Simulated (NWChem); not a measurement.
C₂H₄O₃Si; SMILES O=C1C[Si@H](O)O1

```xyz
10

O     -0.2220    -2.4584     0.2912
C     -0.0329    -1.2984     0.0661
C      1.2562    -0.4494     0.0143
Si     0.0602     0.9433    -0.4150
O     -0.2050     2.2049     0.6091
O     -1.0286    -0.3761    -0.2354
H      1.7827    -0.4330     0.9731
H      1.9482    -0.8065    -0.7543
H      0.0532     1.5371    -1.7632
H     -0.3223     2.0188     1.5518
```
Atoms are numbered in this order, from 1.

All runs: NWChem. Structure relaxed at the B3LYP/6-31G* (spherical d) level.

What does the run give for TPSSh/def2-SVP? Quantities: highest occupied level (eV); orbital gap (eV); dipole (D).


```json
{
  "highest occupied level (eV)": "-7.01",
  "orbital gap (eV)": "6.52",
  "dipole (D)": "3.47"
}
```
